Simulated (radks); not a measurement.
Results of a calculation; reference values are marked as such.
Q: Rh, 45 electrons, occupied as [Kr] 4d8 5s1 (the NIST ground configuration). Code: a radial shooting solver on a logarithmic mesh with Libxc functionals. Model: Dirac Kohn-Sham, HCTH/407, spin-unpolarised, spherical densities, point nucleus; open shells fill j = l - 1/2 first. Some entries of the table are withheld. Estimate them.

| orbital | occ. | eigenvalue (Ry) | r(max) (bohr) |
|---|---|---|---|
| 1s1/2 | 2 | (1) | 0.02118 |
| 2s1/2 | 2 | -245.5919 | 0.1199 |
| 2p1/2 | 2 | -227.5336 | (2) |
| 2p3/2 | 4 | -216.9035 | (3) |
| 3s1/2 | 2 | -43.96551 | 0.3515 |
| 3p1/2 | 2 | (4) | (5) |
| 3p3/2 | 4 | (6) | (7) |
| 3d3/2 | 4 | -22.47230 | 0.2892 |
| 3d5/2 | 6 | -22.10912 | 0.2920 |
| 4s1/2 | 2 | -6.08917 | 0.8817 |
| 4p1/2 | 2 | -3.93340 | 0.9272 |
| 4p3/2 | 4 | -3.64655 | 0.9518 |
| 4d3/2 | 4 | -0.47373 | 1.134 |
| 4d5/2 | 4 | -0.44434 | 1.145 |
| 5s1/2 | 1 | -0.31360 | 2.647 |
| 5p1/2 | 0 | -0.08067 | 4.245 |
| 5p3/2 | 0 | -0.07388 | 4.514 |

A: 
(1) 1s1/2 eigenvalue (Ry): -1691.837
(2) 2p1/2 r(max) (bohr): 0.09292
(3) 2p3/2 r(max) (bohr): 0.09700
(4) 3p1/2 eigenvalue (Ry): -36.87670
(5) 3p1/2 r(max) (bohr): 0.3380
(6) 3p3/2 eigenvalue (Ry): -35.04231
(7) 3p3/2 r(max) (bohr): 0.3477
